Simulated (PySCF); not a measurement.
A calculated (BP86, PySCF 2.14, Sapporo-DKH3-DZP-2012, scalar relativity by spin-free X2C-1e) atom or ion has these occupied shells.

```tsv
shell	electrons	orbital energy (eV)	rms radius, mean of both spins (bohr)
1s α	1	-11733.0	0.0524
1s β	1	-11733.0	0.0524
2s α	1	-1508.3	0.220
2s β	1	-1508.2	0.220
2p α	3	-1325.8	0.196
2p β	3	-1325.7	0.196
3s α	1	-211.53	0.642
3s β	1	-211.47	0.642
3p α	3	-155.03	0.668
3p β	3	-154.95	0.668
3d α	5	-62.075	0.757
3d β	5	-61.956	0.757
4s α	1	-34.025	1.93
4s β	1	-33.124	1.93
4p α	1	-23.338	2.31
```

Name the element and its charge.

As²⁺ (arsenic, charge +2), in [Ar] 3d10 4s2 4p1, 2P determinant.
